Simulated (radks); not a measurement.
Q: Species: Si. Configuration: [Ne] 3s2 3p2 (the NIST ground configuration). Calculated with a radial shooting solver on a logarithmic mesh with Libxc functionals: non-relativistic Kohn-Sham, PBEsol, spin-unpolarised, spherical densities, point nucleus; hard spherical wall at 4 bohr. Some entries of the table are withheld. Estimate them.

orbital  occ.  eigenvalue (eV)  r(max) (bohr)
1s          2              (1)            (2)
2s          2              (3)            (4)
2p          6         -88.0227            (5)
3s          2          -5.3414          1.795
3p          2           2.6614            (6)
3d          0          14.0316          2.278
4s          0          29.2740          3.002
4p          0          36.3005          3.061

A: 
(1) 1s eigenvalue (eV): -1769.442
(2) 1s r(max) (bohr): 0.07307
(3) 2s eigenvalue (eV): -131.0842
(4) 2s r(max) (bohr): 0.4572
(5) 2p r(max) (bohr): 0.3890
(6) 3p r(max) (bohr): 2.013
